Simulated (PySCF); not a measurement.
## Ionisation energy of W³⁸⁺ by level of theory

W³⁸⁺ [Kr] → W³⁹⁺ [Ar] 3d10 4s2 4p5 [4p1/2^2 4p3/2^3, M_J = 3/2], as a difference of total energies. All numbers are calculated (PySCF 2.14, the two-component X2C-1e Hamiltonian, in an even-tempered Gaussian basis (16 s from 4.3 bohr⁻², ratio 2.8; 14 p from 5.6 bohr⁻², ratio 2.8; 8 d from 10 bohr⁻², ratio 2.8; 4 f from 28 bohr⁻², ratio 3)). Correlated levels: [Ne] frozen; the 78 highest virtual spinors dropped. "Screened" scales the spin-orbit matrix elements by Boettger's factors to mimic the two-electron term; Breit and QED terms are absent.

```tsv
method	ionisation energy (eV)
GHF (spin-free)	1851.4
GMP2 (spin-free)	1852.8
GHF (screened spin-orbit)	1823.2
GMP2 (screened spin-orbit)	1824.7
```

Breit and QED terms and the two-electron picture change are absent.

The spin-free rows lack the spin-orbit shift.

For comparison: 1829.8 ± 1.9 eV (semi-empirical (NIST evaluation); NIST Atomic Spectra Database, ionization energies).
